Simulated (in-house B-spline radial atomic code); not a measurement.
Results of a calculation; reference values are marked as such.
Softness against transferability: the 5s channel of Rh

Rh, [Kr] 4d8 5s1, non-relativistic LDA (VWN5), spherical and spin-unpolarised, from an all-electron radial atomic-structure program (B-spline basis) (atomic units). The all-electron 5s level is ε = -0.154624 hartree, its outermost node lies just inside 1.24 bohr and its outer maximum at 2.74 bohr.

Troullier-Martins pseudo-orbitals are made for several radii. The cutoffs (hartree) are the plane-wave energies beyond which the orbital holds less than the named kinetic energy per electron. The phase error is the difference, pseudo minus all-electron, of arctan(R P'/P) at R = 3.9 bohr for all radii, half a hartree below and above the level.

```json
{"r_c (bohr)": "2.05", "V_l(0) (hartree)": "-1.28", "cutoff for 10 mEh": "2.69", "for 1 mEh": "8.82", "for 0.1 mEh": "24.5", "phase error at ε − 0.5 (mrad)": "-0.5", "at ε + 0.5 (mrad)": "-18.1"}
{"r_c (bohr)": "2.38", "V_l(0) (hartree)": "1.38", "cutoff for 10 mEh": "1.92", "for 1 mEh": "5.78", "for 0.1 mEh": "8.82", "phase error at ε − 0.5 (mrad)": "-0.3", "at ε + 0.5 (mrad)": "-8.1"}
{"r_c (bohr)": "2.74", "V_l(0) (hartree)": "1.35", "cutoff for 10 mEh": "1.92", "for 1 mEh": "5.51", "for 0.1 mEh": "8.49", "phase error at ε − 0.5 (mrad)": "-0.3", "at ε + 0.5 (mrad)": "-8.8"}
{"r_c (bohr)": "3.09", "V_l(0) (hartree)": "0.74", "cutoff for 10 mEh": "1.62", "for 1 mEh": "4.38", "for 0.1 mEh": "7.22", "phase error at ε − 0.5 (mrad)": "-0.6", "at ε + 0.5 (mrad)": "-17.9"}
{"r_c (bohr)": "3.45", "V_l(0) (hartree)": "0.31", "cutoff for 10 mEh": "1.34", "for 1 mEh": "2.51", "for 0.1 mEh": "6.06", "phase error at ε − 0.5 (mrad)": "-1.5", "at ε + 0.5 (mrad)": "-40.6"}
{"r_c (bohr)": "3.6", "V_l(0) (hartree)": "0.19", "cutoff for 10 mEh": "1.16", "for 1 mEh": "2.33", "for 0.1 mEh": "5.51", "phase error at ε − 0.5 (mrad)": "-2.0", "at ε + 0.5 (mrad)": "-55.5"}
```

Which radius needs the lowest cutoff for 0.1 mEh while both phase errors stay within 18.2 mrad?

The radii within that limit are 2.05, 2.38, 2.74, 3.09 bohr; of these r_c = 3.09 needs the least, 7.22 hartree, that is 14.4 Ry or 196 eV.

What does the larger radius buy, and what does it cost?

From r_c = 2.05 to 3.6 bohr the cutoff for 1 mEh goes from 8.82 to 2.33 hartree, a factor of 3.79, against 3.08 for a pure 1/r_c² scaling, end to end; step by step it is 8.82, 5.78, 5.51, 4.38, 2.51, 2.33, and for 0.1 mEh 24.5, 8.82, 8.49, 7.22, 6.06, 5.51; the number of plane waves goes as the cutoff to the power 3/2, here a factor of 7.4. The larger of the two phase errors is least at r_c = 2.38 bohr, 8.1 mrad; it is 18.1 at the smallest radius and 55.5 at the largest. These errors test the reference atom alone. The smallest radius lies well inside the outer maximum, where the nodeless form must bend sharply to keep the norm, so it is both harder and scatters less well than the next. Large radii also let the cores of neighbours overlap, which an atom doesn't show.
